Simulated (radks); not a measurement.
Q: All-electron atom: Pt XX in [Kr] 4d10 4f12 5d1 (not the ground configuration). All-electron calculation, Dirac Kohn-Sham, exchange-only PBE, spin-unpolarised, spherical densities, finite nucleus; open shells are shared between the two j in proportion to 2j + 1; Fermi nuclear charge, rms radius 5.427 fm. Program: a radial shooting solver on a logarithmic mesh with Libxc functionals. Some entries of the table are withheld. Estimate them.

orbital,occ.,eigenvalue (Ry),<r^2> (bohr^2)
1s1/2,2,-5788.253,0.0004063
2s1/2,2,-1044.678,0.006144
2p1/2,2,-1003.083,0.004354
2p3/2,4,-875.9460,0.005544
3s1/2,2,-271.4356,0.03989
3p1/2,2,-252.6990,0.03640
3p3/2,4,-224.7070,0.04282
3d3/2,4,(1),0.03289
3d5/2,6,(2),0.03464
4s1/2,2,-84.15798,0.1907
4p1/2,2,-76.15938,0.1939
4p3/2,4,-69.30406,0.2244
4d3/2,4,-56.13788,0.2328
4d5/2,6,-54.82988,0.2429
4f5/2,5.14286,-37.89295,0.2560
4f7/2,6.85714,-37.59737,0.2611
5s1/2,0,-36.35267,0.7719
5p1/2,0,(3),0.8318
5p3/2,0,(4),0.9297
5d3/2,0.4,-26.51662,1.085
5d5/2,0.6,-26.17260,1.116
5f5/2,0,(5),(6)
5f7/2,0,(7),(8)
6d3/2,0,-16.15531,3.070
6d5/2,0,-15.99440,3.134

A: 
(1) 3d3/2 eigenvalue (Ry): -193.4160
(2) 3d5/2 eigenvalue (Ry): -187.3759
(3) 5p1/2 eigenvalue (Ry): -33.27389
(4) 5p3/2 eigenvalue (Ry): -31.43109
(5) 5f5/2 eigenvalue (Ry): -20.38780
(6) 5f5/2 <r^2> (bohr^2): 1.433
(7) 5f7/2 eigenvalue (Ry): -20.30975
(8) 5f7/2 <r^2> (bohr^2): 1.446
